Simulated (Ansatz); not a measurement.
Ansatz (a first-principles code) input for O4Pt, SMILES [O]=[Pt+2](=[O])(=[O])=[O], charge +2, multiplicity 1, B3LYP-D3(BJ)/def2-SVP. 

Ansatz 0.2 input:
```yaml
crystal:
  periodic: [false, false, false]
  atoms:
    - {symbol: Pt, position_ang: [-0.00000000, 0.00000000, -0.00000000]}
    - {symbol: O, position_ang: [0.93451194, 0.93451193, 0.93451193]}
    - {symbol: O, position_ang: [-0.93451193, 0.93451193, -0.93451193]}
    - {symbol: O, position_ang: [-0.93451193, -0.93451194, 0.93451193]}
    - {symbol: O, position_ang: [0.93451193, -0.93451193, -0.93451194]}
basis:
  gaussian:
    orbitals: def2-SVP
hamiltonian:
  xc: b3lyp
  dispersion: d3bj
total_charge: 2
relax: {f_tol: 0.002, max_steps: 200}
```

It prints:

```
WARN ansatz: RAYON_NUM_THREADS=1 ignored (pool sized by the plan → 1); use --threads N
Functional definition: B3LYP
integrals: 0.04 GiB planned
930 factors; integrals over basis functions are off by at most 7.8e-5 eV
mean field: 0.33 GiB planned
mean field evaluation 1: about -11362.7885 eV, gradient 1.3e2 eV
mean field evaluation 2: about -11284.7932 eV, gradient 2.3e2 eV
mean field evaluation 4: about -11388.9236 eV, gradient 1.3e1 eV
mean field evaluation 8: about -11389.3551 eV, gradient 4.5e-1 eV
mean field evaluation 16: about -11389.3556 eV, gradient 3.4e-4 eV
mean field -11389.35557837 eV, -418.5510975225 hartree, gradient 3.2e-5 eV, S^2 0.000000; 0 other end points of the search recorded, 0 dependent functions left out
the calculation of the forces begins
reference -11389.35579631 eV, -418.5511055316 hartree; 24, 24 occupied and 64, 64 virtual orbitals, 930 factors
relax step   1: F+E_penalty+E_count = -11389.56568414 eV  Δ(F+E_penalty+E_count) = +0.000e0 eV  max|allowed force component| = 3.778e0 eV/Å  Δτ_max = 0.0000 Å  (32 SCF iters, accepted)
these checks for a lower state are left out or cut short: starts, cluster_reference, orbital_swaps, neighbouring_geometries, increment
integrals: 0.04 GiB planned
930 factors; integrals over basis functions are off by at most 9.2e-5 eV
mean field: 0.32 GiB planned
mean field -11390.52041844 eV, -418.5939046056 hartree, gradient 1.1e-5 eV, S^2 0.000000; 0 other end points of the search recorded, 0 dependent functions left out
the calculation of the forces begins
reference -11390.52064025 eV, -418.5939127570 hartree; 24, 24 occupied and 64, 64 virtual orbitals, 930 factors
relax step   2: F+E_penalty+E_count = -11390.72641579 eV  Δ(F+E_penalty+E_count) = -1.161e0 eV  max|allowed force component| = 6.961e-1 eV/Å  Δτ_max = 0.0791 Å  (40 SCF iters, accepted)
these checks for a lower state are left out or cut short: starts, cluster_reference, orbital_swaps, neighbouring_geometries, increment
integrals: 0.04 GiB planned
930 factors; integrals over basis functions are off by at most 9.5e-5 eV
mean field: 0.32 GiB planned
mean field evaluation 32: about -11390.5776 eV, gradient 3.8e-1 eV
mean field -11390.57793890 eV, -418.5960184437 hartree, gradient 6.5e-6 eV, S^2 0.000000; 0 other end points of the search recorded, 0 dependent functions left out
the calculation of the forces begins
reference -11390.57816172 eV, -418.5960266319 hartree; 24, 24 occupied and 64, 64 virtual orbitals, 930 factors
relax step   3: F+E_penalty+E_count = -11390.78275982 eV  Δ(F+E_penalty+E_count) = -5.634e-2 eV  max|allowed force component| = 1.046e-1 eV/Å  Δτ_max = 0.0206 Å  (35 SCF iters, accepted)
these checks for a lower state are left out or cut short: starts, cluster_reference, orbital_swaps, neighbouring_geometries, increment
integrals: 0.04 GiB planned
930 factors; integrals over basis functions are off by at most 9.6e-5 eV
mean field: 0.32 GiB planned
mean field -11390.57959345 eV, -418.5960792473 hartree, gradient 1.1e-5 eV, S^2 0.000000; 0 other end points of the search recorded, 0 dependent functions left out
the calculation of the forces begins
reference -11390.57981646 eV, -418.5960874426 hartree; 24, 24 occupied and 64, 64 virtual orbitals, 930 factors
relax step   4: F+E_penalty+E_count = -11390.78418289 eV  Δ(F+E_penalty+E_count) = -1.423e-3 eV  max|allowed force component| = 9.599e-4 eV/Å  Δτ_max = 0.0040 Å  (38 SCF iters, accepted)
integrals: 0.04 GiB planned
930 factors; integrals over basis functions are off by at most 9.6e-5 eV
mean field: 0.32 GiB planned
mean field evaluation 64: about -11390.5796 eV, gradient 7.7e-5 eV
mean field -11390.57959345 eV, -418.5960792473 hartree, gradient 1.1e-5 eV, S^2 0.000000; 1 other end points of the search recorded, 0 dependent functions left out
the calculation of the forces begins
reference -11390.57981646 eV, -418.5960874426 hartree; 24, 24 occupied and 64, 64 virtual orbitals, 930 factors
Total energy: -11390.78440590 eV, -418.6036059657 hartree
Atom 0 at     0.000000    -0.000000    -0.000000 Å, force     0.000000    -0.000001    -0.000000 eV/Å
Atom 1 at     0.994394     0.994394     0.994394 Å, force    -0.000959    -0.000959    -0.000959 eV/Å
Atom 2 at    -0.994394     0.994394    -0.994394 Å, force     0.000959    -0.000959     0.000959 eV/Å
Atom 3 at    -0.994394    -0.994394     0.994394 Å, force     0.000960     0.000960    -0.000960 eV/Å
Atom 4 at     0.994394    -0.994394    -0.994394 Å, force    -0.000960     0.000960     0.000960 eV/Å
Dipole moment:    -0.000000     0.000000     0.000000 e Å
```

The calculation finished and met its thresholds.
